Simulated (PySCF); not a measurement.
C9H14O.
SMILES with atom numbers: `[O:1]=[CH:2][C@@H:3]1[CH2:4][C@H:5]2[CH2:6][CH2:7][C@@H:8]([CH2:9]1)[CH2:10]2`

Probes without a nucleus sit at each ring's centroid and 1 Å off its mean plane on both sides; NICS is minus the shielding there, NICSzz its component along the normal. Level: GIAO PBE0/pcSseg-1 (PySCF, non-relativistic, gas phase) on the GFN2-xTB geometry, one conformer.

Rings: 1. C3–C4–C5–C10–C8–C9; 2. C5–C6–C7–C8–C10.

```tsv
set	NICS(0)	NICS(1), two faces	NICS(1)zz, two faces
P	-4.7	-6.1 / -2.6	-2.2 / 0.9
Q	-6.4	-3.9 / -5.0	-5.9 / -13.9
```

Which set (ppm) belongs to which ring?

P = 1, Q = 2.
- 1 (6-membered carbocycle; formal bonds all single): mean NICS(1)zz -0.6 ppm, near zero. C3, C4, C5, C8, C9, C10 have four or more neighbours; no verdict on aromaticity is drawn.
- 2 (5-membered carbocycle; formal bonds all single): mean NICS(1)zz -9.9 ppm, shielded. C5, C6, C7, C8, C10 have four or more neighbours; no verdict on aromaticity is drawn.

How do the rings differ in shape?

```tsv
ring	bond lengths (Å)	rms pucker (Å)	HOMA	nearest outside atom to a NICS(1) probe (Å)
1	1.537, 1.530, 1.526, 1.526, 1.530, 1.535	0.27	–	carbon 1.36
2	1.535, 1.542, 1.535, 1.526, 1.526	0.21	–	hydrogen 1.27
```
